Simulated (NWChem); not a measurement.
Molecule: CdH2SeS; SMILES [Cd]([SH])[SeH]

```xyz
5

Cd    -0.0097     0.4597    -0.0139
S     -0.0036     2.8103    -0.0371
H     -0.0467     2.9043     1.3115
Se    -0.0257    -1.9969    -0.0025
H      1.4455    -2.0408     0.0344
```
Atoms are numbered in this order, from 1.

Structure relaxed at the PBE0/def2-SVP level. No frequency run checked for a minimum. def2 effective core potentials on Cd; no spin-orbit coupling.

Q: List the 4 lowest vertical singlet excitations from PBE/def2-SVPD with def2 effective core potentials on Cd, TDA (NWChem).

A: 
```tsv
state	energy (eV)	oscillator strength	leading excitation (squared amplitude)
S1	3.75	0.018	HOMO → LUMO (1.00)
S2	3.96	0.015	HOMO−1 → LUMO (1.00)
S3	4.62	0.000	HOMO → LUMO+1 (0.99)
S4	4.82	0.000	HOMO → LUMO+2 (0.63)
```
